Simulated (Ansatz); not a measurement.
Program: Ansatz. Geometries: PBE0-D4/def2-TZVP. ΔE: electronic, gas phase. CBS: MP2 limit from def2 TZ/QZ plus the TZ coupled-cluster correction, frozen cores. DFT in def2-TZVPP. B3LYP here is the variant with VWN-RPA as its local correlation; programs differ in this. For Ge outer-core shells are correlated without core-valence functions, which leaves a few kJ/mol of doubt a bond. Scalar relativity is left out up to krypton. One conformer a species, not always the lowest.

Consider the ligand exchange at the Si–C bond: `CNC(=N)[SiH3]` + `[OH][GeH2][SH]` → `[SiH3][O][GeH2][SH]` + `CNC=N`.

`CNC(=N)[SiH3]`:

Z-matrix (Å, degrees):
```
C
N 1 1.442
H 1 1.090 2 109.0
H 1 1.095 2 111.8 3 121.2
H 1 1.091 2 109.8 3 -119.7
C 2 1.361 1 121.0 3 176.5
H 2 1.003 1 118.2 3 -22.7
Si 6 1.897 2 116.6 1 178.9
N 6 1.282 2 119.7 1 -5.0
H 8 1.484 6 108.1 2 -150.5
H 8 1.485 6 109.8 2 90.2
H 8 1.490 6 110.9 2 -29.7
H 9 1.015 6 111.3 2 -178.3
```

`[OH][GeH2][SH]`:

Cartesian coordinates in Å:
```
O -1.491 0.430 -0.354
Ge -0.100 -0.230 0.533
S 1.799 0.250 -0.510
H -1.376 1.358 -0.572
H 0.040 0.421 1.918
H -0.376 -1.734 0.575
H 1.504 -0.494 -1.590
```

`[SiH3][O][GeH2][SH]`:

```xyz
10

Si   -1.249    0.238   -1.165
O    -0.613    0.736    0.263
Ge    0.560    0.011    1.375
S     1.960   -1.298    0.265
H    -0.252    0.344   -2.264
H    -1.716   -1.173   -1.085
H    -2.402    1.123   -1.466
H     1.284    1.192    2.027
H    -0.188   -0.899    2.357
H     2.615   -0.274   -0.307
```

`CNC=N`:

```xyz
10

C     0.086   -0.111   -1.164
N     0.276    0.684    0.016
C    -0.053    0.232    1.257
N    -0.646   -0.845    1.581
H     0.430    0.448   -2.033
H     0.638   -1.058   -1.121
H    -0.974   -0.342   -1.314
H     0.874    1.487   -0.041
H     0.232    0.926    2.050
H    -0.862   -1.420    0.768
```

```csv
level,ΔE (kJ/mol),difference from CCSD(T)/CBS
PBE-D4,-89.1,17.2
r2SCAN-D4,-102.7,3.6
PBE0-D4,-98.4,7.9
B3LYP-D4,-107.0,-0.7
ωB97X-V,-106.2,0.1
ωB97M-V,-105.5,0.8
B2PLYP,-108.8,-2.5
PBE,-88.8,17.5
r2SCAN,-102.7,3.6
PBE0,-98.0,8.3
B3LYP,-106.4,-0.1
HF/def2-TZVPP,-132.6,-26.3
MP2/def2-TZVPP,-109.0,-2.7
SCS-MP2/def2-TZVPP,-113.2,-6.9
CCSD/def2-TZVPP,-112.2,-5.9
CCSD(T)/def2-TZVPP,-107.9,-1.6
HF/def2-QZVPP,-133.6,-27.3
MP2/def2-QZVPP,-108.5,-2.2
SCS-MP2/def2-QZVPP,-112.5,-6.2
HF/CBS(def2),-133.8,-27.5
MP2/CBS(def2),-107.4,-1.1
CCSD/CBS(def2),-110.7,-4.4
CCSD(T)/CBS,-106.3,0
```

Largest T1 diagnostic among the species: 0.014.

From PBE to PBE0 (25 % exact exchange), in def2-TZVPP and without D4, ΔE moves by −9.1 kJ/mol. In def2-TZVPP, CCSD(T) changes the Hartree–Fock value by +24.7 kJ/mol (the triples alone add +4.4 kJ/mol) and MP2 by +23.6 kJ/mol.

CCSD(T)/CBS has its own doubt, a few kJ/mol and more with outer-core shells, so smaller differences from it don't rank the levels.
